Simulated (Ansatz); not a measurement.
CHBFNO can be A, `N=C1OB1F`, or B, `O=C=NBF`.

Calculated with Ansatz (gas phase, PBE0-D4/def2-TZVP geometries, no zero-point term in ΔE). CBS: MP2 limit from def2 TZ/QZ plus the TZ coupled-cluster correction, frozen cores. This one scheme is used for every species. DFT in def2-TZVPP. B3LYP here is the variant with VWN-RPA as its local correlation; programs differ in this. One conformer a species, not always the lowest.

(1) Which is lower in electronic energy at CCSD(T)/CBS, and by how much? (An estimate is asked.)

(2) Give E(B) − E(A) in kcal/mol with B2PLYP, B3LYP, CCSD/def2-TZVPP, PBE0-D4, B3LYP-D4, HF/def2-TZVPP, MP2/def2-TZVPP. (Best estimate.)

(3) Does the order hold for the free energy at 298.15 K (harmonic terms from PBE0-D4)? (Best estimate.)

Largest T1 diagnostic: 0.016.

Answers

(1) Computed: B, by 38.9 kcal/mol.

(2) The calculation gave: B2PLYP -42.8, B3LYP -43.1, CCSD/def2-TZVPP -40.6, PBE0-D4 -39.9, B3LYP-D4 -42.9, HF/def2-TZVPP -51.9, MP2/def2-TZVPP -41.2. None reverses the order clearly.

(3) The calculation gave: Yes: G(B) − G(A) = -40.1 kcal/mol, for one conformer each.

From PBE to PBE0 (25 % exact exchange), in def2-TZVPP and without D4, E(B) − E(A) moves by −1.5 kcal/mol. In def2-TZVPP, CCSD(T) changes the Hartree–Fock value by +12.1 kcal/mol (the triples alone add +0.8 kcal/mol) and MP2 by +10.7 kcal/mol.
